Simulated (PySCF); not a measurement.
# What a mistake does to a calculation on Al2BH3N cation

Calculated results; nothing here was measured. They come from PySCF 2.14.0, an open-source quantum chemistry program, on an isolated molecule that a program drew, which may never have been made. The molecule is Al2BH3N cation (charge +1, singlet), drawn as the SMILES string `[BH2][Al]=[N][AlH+]`.

Each row is a Hartree-Fock (HF) and frozen-core CCSD(T) single point in the cc-pV(D+d)Z basis, meant for a local HF minimum. Run 1 is clean. Each other run has one planted mistake out of seven kinds, and not every kind appears here: one electron removed, one electron added, multiplicity raised by two, geometry at a saddle point, minimal basis STO-3G, one bond length entered in bohr, all coordinates scaled. The reference is restricted for singlets and unrestricted otherwise, and also for a bond in bohr. Adding or removing an electron swaps singlet and doublet. Electrons count all cores. HOMO and LUMO are orbital energies over both spins, the gradient is its largest component, and the lowest frequency (negative if imaginary) is given only where the gradient is small. Bond lengths are over the 6 bonds as drawn. T1 is the CCSD diagnostic: over 0.02 (restricted) or 0.045 (unrestricted) a single reference is doubtful.

Geometry of the clean run:
```xyz
7
Al2BH3N cation, angstrom
B    -2.4752    0.1190   -3.6207
Al   -1.1708    0.5973   -1.9722
N    -0.1577    0.9684   -0.6950
Al    0.8463    1.3394    0.5743
H    -3.6259    0.4151   -3.5482
H    -2.0200   -0.4320   -4.5728
H     1.7793    1.6838    1.7532
```

```
run,electrons,basis functions,<S^2>,HOMO (eV),LUMO (eV),gradient (hartree/bohr),lowest frequency (cm^-1),mean bond (Å),longest bond (Å),T1,HF (hartree),CCSD(T) (hartree),mistake
1,40,89,0.000,-14.87,-3.89,3.6e-05,78,1.5686,2.156,0.0185,-564.47510,-564.85927,no fault
2,40,89,1.079,-11.78,-4.63,3.8e-02,-,1.8148,3.138,0.0322,-564.30890,-564.66666,one bond length entered in bohr
3,39,89,0.757,-20.55,-10.96,6.1e-02,-,1.5686,2.156,0.0134,-564.01868,-564.34561,one electron removed
4,40,89,0.000,-15.94,-3.99,8.3e-02,-,1.4384,1.977,0.0156,-564.41256,-564.78468,all coordinates scaled
5,41,89,0.757,-5.41,0.91,4.8e-02,-,1.5686,2.156,0.0238,-564.64312,-565.05548,?
```

**Which mistake was planted in run 5, and what did it cost?**

It counts 41 electrons, one more than the clean run, at the same geometry and basis. So the mistake is: one electron added. Subtracting run 1 and multiplying by 627.51 kcal/mol a hartree, the energy moved by -105.4 kcal/mol in HF and -123.1 kcal/mol in CCSD(T).

